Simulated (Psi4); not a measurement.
H₉Si₅, doublet, at a GFN2-xTB geometry; R2SCAN/STO-3G in Psi4 1.11.

Psi4 was given this input:
```
memory 2 GB

molecule mol {
0 2
Si    0.224961    1.954402   -0.010280
Si    1.888001    0.448422    0.557987
Si    0.945155   -1.673835    0.290882
Si   -1.274265   -1.421827   -0.366484
Si   -1.750590    0.861572   -0.519720
H     0.070454    3.072035    0.939827
H     2.479854    0.612777    1.894422
H     3.046273    0.621846   -0.333808
H     1.707129   -2.457446   -0.687912
H     1.048605   -2.465150    1.523068
H    -1.531795   -2.089677   -1.647243
H    -2.185261   -2.097955    0.565236
H    -2.181315    1.215421   -1.882157
H    -2.919612    1.225869    0.295165
}

set {
  basis sto-3g
  reference uks
}

energy('r2scan')
print_variables()
```

It wrote (shortened):

```
   => Loading Basis Set <=

    Name: STO-3G
    Role: ORBITAL
    Keyword: BASIS

         ---------------------------------------------------------
                                   SCF
               by Justin Turney, Rob Parrish, Andy Simmonett
                          and Daniel G. A. Smith
                              UKS Reference
         ---------------------------------------------------------

  ==> Geometry <==

    Molecular point group: c1
    Full point group: C1

    Geometry (in Angstrom), charge = 0, multiplicity = 2:

       Center              X                  Y                   Z               Mass
    ------------   -----------------  -----------------  -----------------  -----------------
         SI           0.221864383681     1.938693276599    -0.005847070933    27.976926534650
         SI           1.884904383681     0.432713276599     0.562419929067    27.976926534650
         SI           0.942058383681    -1.689543723401     0.295314929067    27.976926534650
         SI          -1.277361616319    -1.437535723401    -0.362051070933    27.976926534650
         SI          -1.753686616319     0.845863276599    -0.515287070933    27.976926534650
         H            0.067357383681     3.056326276599     0.944259929067     1.007825032230
         H            2.476757383681     0.597068276599     1.898854929067     1.007825032230
         H            3.043176383681     0.606137276599    -0.329375070933     1.007825032230
         H            1.704032383681    -2.473154723401    -0.683479070933     1.007825032230
         H            1.045508383681    -2.480858723401     1.527500929067     1.007825032230
         H           -1.534891616319    -2.105385723401    -1.642810070933     1.007825032230
         H           -2.188357616319    -2.113663723401     0.569668929067     1.007825032230
         H           -2.184411616319     1.199712276599    -1.877724070933     1.007825032230
         H           -2.922708616319     1.210160276599     0.299597929067     1.007825032230

  Running in c1 symmetry.

  Rotational constants: A =      0.05371  B =      0.05044  C =      0.02698 [cm^-1]
  Rotational constants: A =   1610.11171  B =   1512.11978  C =    808.74997 [MHz]
  Nuclear repulsion =  480.411822927999481

  Charge       = 0
  Multiplicity = 2
  Electrons    = 79
  Nalpha       = 40
  Nbeta        = 39

  ==> Algorithm <==

  SCF Algorithm Type is DF.
  DIIS enabled.
  MOM disabled.
  Fractional occupation disabled.
  Guess Type is SAD.
  Energy threshold   = 1.00e-06
  Density threshold  = 1.00e-06
  Integral threshold = 1.00e-12

  ==> Primary Basis <==

  Basis Set: STO-3G
    Blend: STO-3G
    Number of shells: 34
    Number of basis functions: 54
    Number of Cartesian functions: 54
    Spherical Harmonics?: true
    Max angular momentum: 1

  ==> DFT Potential <==

   => LibXC <=

    Version 7.1.2
    S. Lehtola, C. Steigemann, M. J. T. Oliveira, and M. A. L. Marques,  SoftwareX 7, 1–5 (2018) (10.1016/j.softx.2017.11.002)

   => Composite Functional: R2SCAN <=

    r2SCAN Meta-GGA XC Functional  (0.1021/acs.jpclett.0c02405)
    J. W. Furness, A. D. Kaplan, J. Ning, J. P. Perdew, J. Sun  J. Phys. Chem. Lett.  11, 8208–8215, 2020

    Deriv               =              1
    GGA                 =           TRUE
    Meta                =           TRUE

    Exchange Hybrid     =          FALSE
    MP2 Hybrid          =          FALSE

   => Exchange Functionals <=

    1.0000   XC_MGGA_X_R2SCAN

   => Correlation Functionals <=

    1.0000   XC_MGGA_C_R2SCAN

   => LibXC Density Thresholds  <==

    XC_MGGA_C_R2SCAN:  1.00E-15
    XC_MGGA_X_R2SCAN:  1.00E-11

   => Molecular Quadrature <=

    Radial Scheme          =       TREUTLER
    Pruning Scheme         =           NONE
    Nuclear Scheme         =       TREUTLER

    Blocking Scheme        =         OCTREE
    BS radius alpha        =              1
    Pruning alpha          =              1
[...]

  Minimum eigenvalue in the overlap matrix is 2.8812993642E-01.
  Reciprocal condition number of the overlap matrix is 1.4427300691E-01.
    Using symmetric orthogonalization.

  ==> Pre-Iterations <==

  SCF Guess: Superposition of Atomic Densities via on-the-fly atomic UHF (no occupation information).

   -------------------------
    Irrep   Nso     Nmo
   -------------------------
     A         54      54
   -------------------------
    Total      54      54
   -------------------------

  ==> Iterations <==

                           Total Energy        Delta E     RMS |[F,P]|

   @DF-UKS iter SAD: -1432.75778061882102   -1.43276e+03   0.00000e+00
   @DF-UKS iter   1: -1435.92771106804503   -3.16993e+00   5.40387e-03 DIIS/ADIIS
   @DF-UKS iter   2: -1435.93892855214881   -1.12175e-02   4.88730e-03 DIIS/ADIIS
   @DF-UKS iter   3: -1435.99889071137136   -5.99622e-02   1.84091e-04 DIIS/ADIIS
   @DF-UKS iter   4: -1435.99899518407028   -1.04473e-04   7.77525e-05 DIIS
   @DF-UKS iter   5: -1435.99901481075062   -1.96267e-05   2.59334e-05 DIIS
   @DF-UKS iter   6: -1435.99901780799564   -2.99725e-06   5.86533e-06 DIIS
   @DF-UKS iter   7: -1435.99901799556687   -1.87571e-07   2.13175e-06 DIIS
   @DF-UKS iter   8: -1435.99901801317014   -1.76033e-08   5.22424e-07 DIIS
  Energy and wave function converged.

  ==> Post-Iterations <==

   Electrons on quadrature grid:
      Nalpha   =   39.9999816629 ; deviation = -1.834e-05
      Nbeta    =   38.9999806805 ; deviation = -1.932e-05
      Ntotal   =   78.9999623434 ; deviation = -3.766e-05

   @Spin Contamination Metric:   2.849579307E-03
   @S^2 Expected:                7.500000000E-01
   @S^2 Observed:                7.528495793E-01
   @S   Expected:                5.000000000E-01
   @S   Observed:                5.000000000E-01

    Orbital Energies [Eh]
    ---------------------

    Alpha Occupied:

[...]
      40A     -0.071662

    Alpha Virtual:

[...]
    Beta Occupied:

[...]
    Beta Virtual:

[...]
    Final Occupation by Irrep:
              A
    DOCC [    39 ]
    SOCC [     1 ]
    NA   [    40 ]
    NB   [    39 ]

  @DF-UKS Final Energy: -1435.99901801317014

   => Energetics <=

    Nuclear Repulsion Energy =            480.4118229279994807
    One-Electron Energy =               -2958.1601623211377046
    Two-Electron Energy =                1149.8599845098467540
    DFT Exchange-Correlation Energy =    -108.1106631298784748
    Empirical Dispersion Energy =           0.0000000000000000
    VV10 Nonlocal Energy =                  0.0000000000000000
    Total Energy =                      -1435.9990180131701436

  UHF NO Occupations:
  HONO-2 :   38  A 1.9995023
  HONO-1 :   39  A 1.9994879
  HONO-0 :   40  A 1.0000000
  LUNO+0 :   41  A 0.0005121
  LUNO+1 :   42  A 0.0004977
  LUNO+2 :   43  A 0.0003540
  LUNO+3 :   44  A 0.0000403

Computation Completed

Properties will be evaluated at   0.000000,   0.000000,   0.000000 [a0]

Properties computed using the SCF density matrix

 Multipole Moments:

 ------------------------------------------------------------------------------------
     Multipole            Electronic (a.u.)      Nuclear  (a.u.)        Total (a.u.)
 ------------------------------------------------------------------------------------

 L = 1.  Multiply by 2.5417464519 to convert [e a0] to [Debye]
 Dipole X            :          0.4942163           -0.4622888            0.0319275
 Dipole Y            :          2.5500362           -2.3451372            0.2048991
 Dipole Z            :         -0.6910067            0.6617621           -0.0292446
 Magnitude           :                                                    0.2094236

 ------------------------------------------------------------------------------------

  Variable Map:
  ----------------------------------------------------------------------------
[...]
  Array Variable Map:
  ----------------------------------------------------------------------------
[...]
[...]
```
